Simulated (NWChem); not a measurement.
# C$_{2}$H$_{4}$FNSi; SMILES N#C[C@@H](F)[SiH3]

Program: NWChem. Medium grid unless said otherwise, to which SCAN and Minnesota functionals are sensitive. Structure relaxed at the PBE0/def2-SVP level. Hybrids' shares of exact exchange are those that their runs print; pure functionals count as 0. The functionals differ in more than this share.

```
row                    share of exact exchange  highest occupied level (eV)
---------------------  -----------------------  ---------------------------
PBE/def2-SVP                              0.00                        -7.50
BLYP/def2-SVP                             0.00                        -7.34
TPSSh/def2-SVP                            0.10                        -8.22
B3LYP/def2-SVP                            0.20                        -8.70
M06-2X/def2-SVP                           0.54                       -10.28
Hartree-Fock/def2-SVP                     1.00                     withheld
```

Question: Fit a straight line of the last column on the one before it, predict the withheld value, and compare with the run.

Answer: 
1. Means of the 5 shown rows: x = 0.168, y = -8.408. Slope Σ(x − x̄)(y − ȳ)/Σ(x − x̄)² = -1.050/0.2005 = -5.240; intercept -7.528.
2. The shown rows scatter about the line by 0.131 (root mean square); the largest residual is +0.19, at BLYP/def2-SVP.
3. At x = 1.00 (Hartree-Fock/def2-SVP; beyond the shown range) the line gives -12.77.
4. The run gives -12.34, +0.43 from the line, 3.3 times the scatter.
